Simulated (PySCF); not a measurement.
Species: trans-1,2-dimethylcyclohexane, C8H16.
Atom-mapped SMILES: `[CH3:1][C@@H:2]1[CH2:3][CH2:4][CH2:5][CH2:6][C@H:7]1[CH3:8]` (hydrogens: H9, H10, H11 on C1; H12 on C2; H13, H14 on C3; H15, H16 on C4; H17, H18 on C5; H19, H20 on C6; H21 on C7; H22, H23, H24 on C8)

Structure used (PBE0-D3(BJ)/def2-SVP), in Å, numbered top down from 1:
```xyz
24
C8H16 angstrom
C      2.250   -0.625    0.377
C      0.754   -0.357    0.482
C     -0.044   -1.549   -0.052
C     -1.550   -1.342    0.044
C     -1.969   -0.059   -0.661
C     -1.190    1.135   -0.129
C      0.326    0.944   -0.221
C      1.053    2.173    0.309
H      2.506   -1.595    0.830
H      2.569   -0.658   -0.679
H      2.851    0.143    0.884
H      0.500   -0.240    1.554
H      0.253   -2.462    0.490
H      0.236   -1.715   -1.110
H     -1.840   -1.283    1.108
H     -2.084   -2.210   -0.376
H     -3.053    0.109   -0.551
H     -1.780   -0.162   -1.745
H     -1.477    2.053   -0.669
H     -1.459    1.306    0.930
H      0.582    0.828   -1.293
H      2.137    2.129    0.130
H      0.677    3.089   -0.174
H      0.896    2.284    1.395
```

Level: PBE0/pcSseg-1 in PySCF, non-relativistic, on one gas-phase PBE0-D3(BJ)/def2-SVP geometry that isn't relaxed in the solvent. The solvent is an IEF-PCM continuum (cavity from Bondi-type radii × 1.2). Specific hydrogen bonds and non-electrostatic terms are outside this model.

Gas phase at PBE0/pcSseg-1: HOMO -8.24 eV, LUMO 1.57 eV, dipole 0.05 D.

Question: What does the continuum do to the energy, the frontier levels and the dipole at PBE0/pcSseg-1 in chloroform?

Answer: 
| solvent | ε | E(solvent) − E(gas) (kcal/mol) | polarisation term (kcal/mol) | distortion of the solute (kcal/mol) | HOMO (eV) | LUMO (eV) | dipole (D) |
| --- | --- | --- | --- | --- | --- | --- | --- |
| chloroform | 4.711 | -0.45 | -0.46 | 0.01 | -8.14 | 1.68 | 0.05 |

The first energy column is the sum of the next two and covers electrostatics alone.

Question: Which ESP-fitted charges (PBE0/pcSseg-1) respond most in chloroform (means over atoms taken as equivalent)?

Answer: 
| atoms | environment | gas (e) | solvent (e) | change |
| --- | --- | --- | --- | --- |
| C1/C8 | methyl carbon | -0.600 | -0.620 | -0.020 |
| C2/C7 | sp3 CH carbon | +0.286 | +0.299 | +0.013 |
| C3/C6 | ring CH2 carbon | -0.180 | -0.186 | -0.006 |
| H9 (×6) | methyl hydrogen | +0.139 | +0.143 | +0.004 |
| C4/C5 | ring CH2 carbon | -0.056 | -0.058 | -0.002 |
| H14/H20 | methylene hydrogen | +0.046 | +0.047 | +0.001 |
| H12/H21 | methine hydrogen | -0.017 | -0.018 | -0.001 |
| H13/H19 | methylene hydrogen | +0.049 | +0.050 | +0.001 |
